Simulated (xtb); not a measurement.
xtb input (GFN1-xTB):

```bash
xtb mol.xyz --gfn 1 --sp --chrg -1 --uhf 0
```
mol.xyz:
```
10

C     -0.82880747    -0.85321887     0.09333913
C     -0.92924405     0.62460597    -0.23543664
C      0.34001918     0.13822213     0.40950566
N      1.51629915     0.19488341    -0.33550768
H     -0.64568999    -1.52977438    -0.73414714
H     -1.46790648    -1.24046512     0.88781194
H     -1.63577576     1.22445929     0.33362985
H     -0.82635303     0.90803235    -1.27729542
H      0.33128085     0.35172249     1.50536208
H      2.13854425    -0.53581382     0.02874361
```

End of the output:

```
         :::::::::::::::::::::::::::::::::::::::::::::::::::::
         ::                     SUMMARY                     ::
         :::::::::::::::::::::::::::::::::::::::::::::::::::::
         :: total energy             -12.886034272815 Eh    ::
         :: gradient norm              0.016944506487 Eh/a0 ::
         :: HOMO-LUMO gap              4.015353003411 eV    ::
         ::.................................................::
         :: SCC energy               -13.035166327324 Eh    ::
         :: -> electrostatic           0.181174026580 Eh    ::
         :: repulsion energy           0.151681050710 Eh    ::
         :: dispersion energy         -0.002548996201 Eh    ::
         :: halogen bond corr.         0.000000000000 Eh    ::
         :: add. restraining           0.000000000000 Eh    ::
         :: total charge              -1.000000000000 e     ::
         :::::::::::::::::::::::::::::::::::::::::::::::::::::

           -------------------------------------------------
          |                Property Printout                |
           -------------------------------------------------

    * Orbital Energies and Occupations

         #    Occupation            Energy/Eh            Energy/eV
      -------------------------------------------------------------
         1        2.0000           -0.4455693             -12.1246
         2        2.0000           -0.4275526             -11.6343
         3        2.0000           -0.3944231             -10.7328
         4        2.0000           -0.3659697              -9.9585
         5        2.0000           -0.3497117              -9.5161
         6        2.0000           -0.3015256              -8.2049
         7        2.0000           -0.2890321              -7.8650
         8        2.0000           -0.2557110              -6.9583
         9        2.0000           -0.2315544              -6.3009
        10        2.0000           -0.2116250              -5.7586
        11        2.0000           -0.1187497              -3.2313
        12        2.0000           -0.0631244              -1.7177 (HOMO)
        13                          0.0844371               2.2977 (LUMO)
        14                          0.0932453               2.5373
        15                          0.1104249               3.0048
        16                          0.1330118               3.6194
        17                          0.1436339               3.9085
Note: The following floating-point exceptions are signalling: IEEE_DENORMAL
normal termination of xtb
        18                          0.1505129               4.0957
        19                          0.1964171               5.3448
        20                          0.3448423               9.3836
        21                          0.4075424              11.0898
        22                          0.4398934              11.9701
        23                          0.4529206              12.3246
       ...                                ...                  ...
        28                          0.7043659              19.1668
      -------------------------------------------------------------
                  HL-Gap            0.1475615 Eh            4.0154 eV
             Fermi-level            0.0106564 Eh            0.2900 eV

  Mulliken/CM5 charges         n(s)   n(p)   n(d)
     1C    -0.14394 -0.24599   0.999  3.145  0.000
     2C    -0.09208 -0.19330   0.993  3.099  0.000
     3C     0.18450  0.18894   0.998  2.818  0.000
     4N    -0.85238 -1.11807   1.534  4.318  0.000
     5H    -0.01715  0.03908   1.017  0.000  0.000
     6H    -0.04024  0.01283   1.040  0.000  0.000
     7H    -0.04171  0.01230   1.042  0.000  0.000
     8H    -0.01102  0.04675   1.011  0.000  0.000
     9H    -0.08087 -0.01985   1.081  0.000  0.000
    10H     0.09489  0.27732   0.905  0.000  0.000

Wiberg/Mayer (AO) data.
largest (>0.10) Wiberg bond orders for each atom

 ---------------------------------------------------------------------------
     #   Z sym  total        # sym  WBO       # sym  WBO       # sym  WBO
 ---------------------------------------------------------------------------
     1   6 C    3.900 --     5 H    0.985     6 H    0.984     2 C    0.962
                             3 C    0.863
     2   6 C    3.936 --     7 H    0.984     8 H    0.982     1 C    0.962
                             3 C    0.955
     3   6 C    3.940 --     4 N    1.153     2 C    0.955     9 H    0.953
                             1 C    0.863
     4   7 N    2.367 --     3 C    1.153    10 H    0.989
     5   1 H    1.032 --     1 C    0.985
     6   1 H    1.015 --     1 C    0.984
     7   1 H    1.016 --     2 C    0.984
     8   1 H    1.032 --     2 C    0.982
     9   1 H    1.018 --     3 C    0.953
    10   1 H    1.018 --     4 N    0.989
 ---------------------------------------------------------------------------

Topologies differ in total number of bonds
Writing topology from bond orders to xtbtopo.mol

 dipole moment from electron density (au)
     X       Y       Z
  -1.7134  -0.6057   0.8718  total (Debye):    5.123

           -------------------------------------------------
          | TOTAL ENERGY              -12.886034272815 Eh   |
          | GRADIENT NORM               0.016944506487 Eh/α |
          | HOMO-LUMO GAP               4.015353003411 eV   |
           -------------------------------------------------

------------------------------------------------------------------------
------------------------------------------------------------------------
 total:
 SCF:
```

It need not be the lowest isomer of its formula. Whether it binds its extra electron was not tested at this geometry.
